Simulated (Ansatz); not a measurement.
Cost and result for the atomization energy of `COB(O)O` (10 atoms, 9 bonds).

```xyz
10

C    -0.204    1.325   -0.759
O    -0.776    0.194   -0.134
B     0.021   -0.754    0.429
O    -0.546   -1.844    1.032
O     1.381   -0.626    0.398
H     0.392    1.909   -0.053
H     0.437    1.033   -1.595
H    -1.021    1.942   -1.134
H    -1.504   -1.818    0.988
H     1.819   -1.362    0.830
```

Charge 0, multiplicity 1. The structure was optimised at the PBE0-D4/def2-TZVP level. It is one conformer, not always the lowest. Program: Ansatz. All runs use 4 threads of an Arm Neoverse V2 on a shared host. Times are those of one run each, without the atoms' runs, and a repeat can differ threefold. Electronic energies, without spin–orbit coupling; frozen cores. CCSD(T)/CBS adds CCSD(T) − MP2 in def2-TZVPP to the MP2 limit, and its time is that of the two runs behind it. T1 = 0.012. B3LYP takes the VWN-RPA correlation (the form of Gaussian; ORCA's B3LYP/G).

CCSD(T)/CBS is a level of theory with its own doubt, some kJ/mol a heavy atom from the limit and from the frozen cores, so smaller differences don't rank the functionals.

| level | functions | wall time |
| --- | --- | --- |
| LDA (SPW92)/def2-TZVPP | 225 | 0.75 s |
| revPBE-D4/def2-TZVPP | 225 | 1.2 s |
| BLYP-D4/def2-TZVPP | 225 | 1.4 s |
| PBE0-D4/def2-TZVPP | 225 | 1.5 s |
| B3LYP-D4/def2-TZVPP (with forces) | 225 | 2.3 s |
| r2SCANh-D4/def2-TZVPP | 225 | 2.6 s |
| B2PLYP/def2-TZVPP | 225 | 2.8 s |
| PBE-QIDH/def2-TZVPP | 225 | 2.9 s |
| CCSD(T)/def2-SVP | 95 | 2.9 s |
| B97M-V/def2-TZVPP | 225 | 5.5 s |
| MP2/def2-QZVPP | 435 | 12 s |
| CCSD(T)/def2-TZVPP | 225 | 78 s |
| CCSD(T)/CBS(def2) | – | 89 s |

What atomization energy does each give, and how far from CCSD(T)/CBS? (An estimate is asked.)

Ansatz gave: 
```json
{"level": "LDA (SPW92)/def2-TZVPP", "atomization (kcal/mol)": "1174.5", "difference from CCSD(T)/CBS": "158.7", "per bond": "17.6"}
{"level": "revPBE-D4/def2-TZVPP", "atomization (kcal/mol)": "1006.4", "difference from CCSD(T)/CBS": "-9.4", "per bond": "-1.0"}
{"level": "BLYP-D4/def2-TZVPP", "atomization (kcal/mol)": "1016.1", "difference from CCSD(T)/CBS": "0.3", "per bond": "0.0"}
{"level": "PBE0-D4/def2-TZVPP", "atomization (kcal/mol)": "1012.7", "difference from CCSD(T)/CBS": "-3.1", "per bond": "-0.3"}
{"level": "B3LYP-D4/def2-TZVPP (with forces)", "atomization (kcal/mol)": "1013.2", "difference from CCSD(T)/CBS": "-2.6", "per bond": "-0.3"}
{"level": "r2SCANh-D4/def2-TZVPP", "atomization (kcal/mol)": "1010.5", "difference from CCSD(T)/CBS": "-5.3", "per bond": "-0.6"}
{"level": "B2PLYP/def2-TZVPP", "atomization (kcal/mol)": "1006.7", "difference from CCSD(T)/CBS": "-9.1", "per bond": "-1.0"}
{"level": "PBE-QIDH/def2-TZVPP", "atomization (kcal/mol)": "1006.5", "difference from CCSD(T)/CBS": "-9.3", "per bond": "-1.0"}
{"level": "CCSD(T)/def2-SVP", "atomization (kcal/mol)": "966.4", "difference from CCSD(T)/CBS": "-49.4", "per bond": "-5.5"}
{"level": "B97M-V/def2-TZVPP", "atomization (kcal/mol)": "1014.6", "difference from CCSD(T)/CBS": "-1.2", "per bond": "-0.1"}
{"level": "MP2/def2-QZVPP", "atomization (kcal/mol)": "1033.2", "difference from CCSD(T)/CBS": "17.4", "per bond": "1.9"}
{"level": "CCSD(T)/def2-TZVPP", "atomization (kcal/mol)": "989.4", "difference from CCSD(T)/CBS": "-26.4", "per bond": "-2.9"}
{"level": "CCSD(T)/CBS(def2)", "atomization (kcal/mol)": "1015.8", "difference from CCSD(T)/CBS": "0.0", "per bond": "0.0"}
```

From r2SCAN to r2SCAN0 (25 % exact exchange), in def2-TZVPP and without D4, the atomization energy moves by −21.0 kcal/mol: exact exchange takes away binding that semilocal exchange gives to molecules. The D4 term adds +5.5 kcal/mol with B3LYP and +2.9 kcal/mol with PBE0; it sums over pairs of atoms, weighted by their polarisabilities, and B3LYP, whose exchange is more repulsive, gets the larger term. Leaving LDA and LC-ωPBE aside and taking each functional with its dispersion term where it has one, the values, not all of them listed here, spread over 60.4 kcal/mol, from BHLYP-D4 to PBE-D4. LDA lies +140.7 kcal/mol from PBE without D4, its usual overbinding.
